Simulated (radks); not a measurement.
Problem. These are the eigenvalues of the occupied orbitals of an atom or ion with whole-number occupations (eV). Method: Dirac Kohn-Sham, PBE, spin-unpolarised, spherical densities, point nucleus; computed with a radial shooting solver on a logarithmic mesh with Libxc functionals.

orbital  eigenvalue
1s1/2     -32993.32
2s1/2     -5123.058
2p1/2     -4808.516
2p3/2     -4509.769
3s1/2     -1059.663
3p1/2     -929.6555
3p3/2     -873.4306
3d3/2     -644.4703
3d5/2     -632.6477
4s1/2     -212.2905
4p1/2     -166.9097
4p3/2     -155.9469
4d3/2      -82.9520
4d5/2      -81.2249
5s1/2      -46.1904
5p1/2      -35.0669

Which element is it, and in what charge state? The configuration may be excited. Open shells, if any, fill j = l - 1/2 first.

Solution. Z = 53, iodine, charge +3: I3+ in [Kr] 4d10 5s2 5p2. The list shows which subshells hold electrons but not how many an open one holds; the 1s level, -1212.5 hartree, gives Z - s = 49.2 by -(Z - s)^2/2, which with screening and relativity narrows Z to a few neighbours, and the depths of the outer levels then fix element, charge and occupations together.
